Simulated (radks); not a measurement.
Results of a calculation; reference values are marked as such.
Fractional charge and spin in the 5s shell of strontium: the spin-up occupation runs from 0 to 1 and the spin-down occupation from 0 to 1; the fullest corner is Sr, [Kr] 5s(up 1, down 1). Level of theory: scalar-relativistic Kohn-Sham, PBE, spin-polarised, spherical densities, point nucleus (a radial shooting solver on a logarithmic mesh with Libxc functionals). Energy (eV) minus the two flat planes that join the four corners (they meet along the diagonal where the two added fractions sum to one electron); zero is where a piecewise linear energy would lie.

down \ up       0     0.5       1
0           0.000  -0.640   0.000
0.5        -0.640   0.187  -0.552
1           0.000  -0.552   0.000

Corners above the fullest one (they belong to Sr+ and the next ion): (up 1, down 0) 5.699 eV, (up 0, down 1) 5.699 eV, (up 0, down 0) 16.891 eV. With half an added electron in each spin the energy lies 0.187 eV from the planes (fractional-spin error, the static-correlation error of a stretched bond), and with half an added electron in spin up alone -0.640 eV (fractional-charge error). For a frontier s shell over closed shells the exact functional lies on the planes.
